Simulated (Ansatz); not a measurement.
`CC(C)[NH][Al]([Cl])[Cl]`, charge 0, multiplicity 1.

Problem. Give a relaxed structure at PBE0-D4/def2-TZVP (Ansatz 0.2.0). (Estimate.)

Solution. Computed: 
```xyz
15

C     1.4429   -0.9138   -0.2339
C     0.3257    0.1176   -0.2880
C    -0.2690    0.2155   -1.6851
N    -0.7031   -0.1711    0.7016
Al   -1.2272    0.8007    2.0565
Cl   -0.3366    2.6500    2.4194
Cl   -2.7422    0.1126    3.3106
H     1.8855   -0.9544    0.7631
H     1.0555   -1.9096   -0.4731
H     2.2309   -0.6807   -0.9542
H     0.7510    1.0941   -0.0299
H    -1.0465    0.9808   -1.7230
H     0.4972    0.4628   -2.4241
H    -0.7190   -0.7390   -1.9766
H    -1.1453   -1.0656    0.5367
```
Point group Cs.
This is one stationary point; other conformers may exist.
